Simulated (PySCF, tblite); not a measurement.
Species: C5H9BCl2.
Cartesian coordinates in Å at the GFN2-xTB level; atoms count from 1:
```xyz
17
C5H9BCl2 angstrom
C      1.2448   -1.2981   -0.2759
C      0.6148    0.0366   -0.0235
C      1.5766    1.1731    0.1105
C     -0.7352    0.1536    0.0517
C     -1.5574   -1.0930   -0.2020
B     -1.5107    1.4444    0.4050
Cl    -3.2308    1.5331    0.1805
Cl    -0.8016    2.8556    1.1120
H      0.9817   -1.6614   -1.2694
H      0.8844   -2.0358    0.4394
H      2.3270   -1.2438   -0.2040
H      2.5179    0.9301   -0.3769
H      1.1868    2.0907   -0.3186
H      1.7824    1.3665    1.1635
H     -1.3493   -1.8522    0.5509
H     -1.3193   -1.5151   -1.1771
H     -2.6191   -0.8721   -0.1759
```

Jobs on this species (17 atoms, 78 electrons) with PySCF (density fitting) and tblite. Hardware of each: an Arm Neoverse N1 with one thread (shared host). The host was shared with other jobs, so the times are rough.

Problem. Rank these jobs by wall time, shortest first.
A. PBE0/pcSseg-1; shieldings, charges and field gradients; 195 basis functions
B. GFN2-xTB; L-BFGS relaxation
C. CAM-B3LYP/def2-SVPD; 8 singlets by full TDDFT, 3 Tamm–Dancoff triplets, polarisability, density and orbital grids written; 246 basis functions

Solution. B (1.1 s), A (56 s), C (2.2 min).

All jobs:

| level and settings | work | basis functions | SCF cycles | wall time |
| --- | --- | --- | --- | --- |
| GFN2-xTB | L-BFGS relaxation | – | – | 1.1 s |
| GFN2-xTB | Hessian by finite differences | – | – | 1.1 s |
| PBE0/pcSseg-1 | shieldings, charges and field gradients | 195 | 12 | 56 s |
| CAM-B3LYP/def2-SVPD | 8 singlets by full TDDFT, 3 Tamm–Dancoff triplets, polarisability, density and orbital grids written | 246 | 12 | 2.2 min |

Problem. What do all jobs in the table cost together?

Solution. About 3.2 min; the longest takes about 69 % of that, and about 120 times as long as the shortest.
